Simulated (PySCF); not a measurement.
C3H8ClFSi.

```xyz
14

C     -3.4111    -0.4963     0.4124
C     -1.9647    -0.9284     0.2279
C     -1.0209     0.2412    -0.0588
Si     0.7493    -0.2683    -0.2833
F      1.2572    -1.0181     1.0637
Cl     1.9335     1.3951    -0.5523
H     -3.7944     0.0079    -0.4891
H     -3.5102     0.2091     1.2526
H     -4.0655    -1.3568     0.6188
H     -1.9034    -1.6630    -0.5945
H     -1.6181    -1.4609     1.1297
H     -1.0525     0.9816     0.7603
H     -1.3329     0.7850    -0.9688
H      0.9829    -1.1996    -1.4150
```
Charge 0, spin multiplicity 1.

The structure is a stationary point at PBE0-D3(BJ)/def2-SVP. The structure was generated by enumeration; whether it is a known compound was not checked. Other conformers were not sampled.

These are HF/pcSseg-1 run with PySCF values and carry that method's errors. Non-relativistic, no solvent.

Computed absolute GIAO shielding of each atom: isotropic value and principal components (ppm):
| atom | σ(iso) | σ11 | σ22 | σ33 | span |
|---|---|---|---|---|---|
| C1 | 171.8 | 159.4 | 165.6 | 190.4 | 30.9 |
| C2 | 175.6 | 170.9 | 175.3 | 180.5 | 9.6 |
| C3 | 172.1 | 158.9 | 165.8 | 191.5 | 32.6 |
| Si4 | 385.5 | 353.4 | 371.4 | 431.8 | 78.4 |
| F5 | 372.4 | 331.6 | 384.1 | 401.6 | 70.0 |
| Cl6 | 950.1 | 829.5 | 973.6 | 1047.1 | 217.6 |
| H7 | 30.7 | 26.4 | 28.8 | 36.9 | 10.5 |
| H8 | 30.6 | 26.2 | 28.8 | 36.8 | 10.6 |
| H9 | 30.3 | 25.3 | 27.3 | 38.3 | 13.0 |
| H10 | 30.6 | 24.9 | 30.3 | 36.6 | 11.7 |
| H11 | 30.4 | 24.2 | 30.9 | 36.1 | 11.9 |
| H12 | 30.9 | 26.0 | 31.2 | 35.5 | 9.5 |
| H13 | 31.4 | 26.2 | 31.4 | 36.5 | 10.3 |
| H14 | 26.9 | 23.2 | 24.9 | 32.5 | 9.3 |
